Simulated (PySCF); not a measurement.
## Structure elucidation problem

An unknown has the formula C5H6ClFO. Its calculated NMR data are:

¹H NMR (500 MHz, computed): δ 6.40 (m, 1H), 4.87 (m, 1H), 4.50 (m, 1H), 4.28 (m, 1H), 4.05 (m, 1H), 3.54 (m, 1H).

¹³C{¹H} NMR (computed): δ 153.1 (C), 128.3 (CH), 86.2 (CH), 72.4 (CH2), 72.0 (CH2).

- NMR shieldings at PBE0/pcSseg-1/GIAO
- geometry: GFN2-xTB
- program: PySCF
- no solvent model, relativity neglected, single conformer

Referencing at the same level of theory: TMS for ¹H (31.72 ppm) and ¹³C (186.93 ppm).

What is the structure?

Results:


1. Rings plus π bonds: 2 (1 ring in the answer).
2. 5 carbon signals for 5 carbons: no two carbons are equivalent.
3. Carbon types of the structure: 1 × C, 2 × CH, 2 × CH2, which accounts for all hydrogens.
4. δC 153.1: fully substituted alkene carbon; the olefinic region.
5. δC 128.3: alkene CH; the olefinic region.
6. δC 86.2: allylic sp3 CH bonded to F; pulled downfield by the heteroatom.
7. δC 72.4: sp3 CH2 bonded to O; deshielded by the electronegative neighbour.
8. δC 72.0: allylic sp3 CH2 bonded to O; pulled downfield by the heteroatom.
9. δH 4.87: hydrogen on an allylic sp3 CH bonded to F; its carbon carries F, an electronegative neighbour.
10. δH 4.50, 3.54: hydrogen on an sp3 CH2 bonded to O; its carbon carries O, an electronegative neighbour.

These data were computed for `F[C@@H]1C=C(Cl)COC1`.

The data come from this structure; uniqueness wasn't tested.

Carbons that carry Cl, above all several Cl atoms, come out too deshielded, partly because spin–orbit coupling is missing. Splittings by ¹⁹F in the carbon and heteronuclear signals aren't shown, as no couplings were computed. Shifts are as computed. Against solution values, carbons near 30 ppm lie about +3 ppm off and those near 130 ppm about +5 ppm; carbons on Cl a further +6 ppm. Of 1211 compounds with measured shifts, 218 miss one by over three times the rms of a fit or turn the order of signals round; such compounds aren't used in these exercises. Multiplicities follow the n + 1 count of equivalent neighbours, as no J values were calculated; m marks all less simple cases, F and P coupling included.
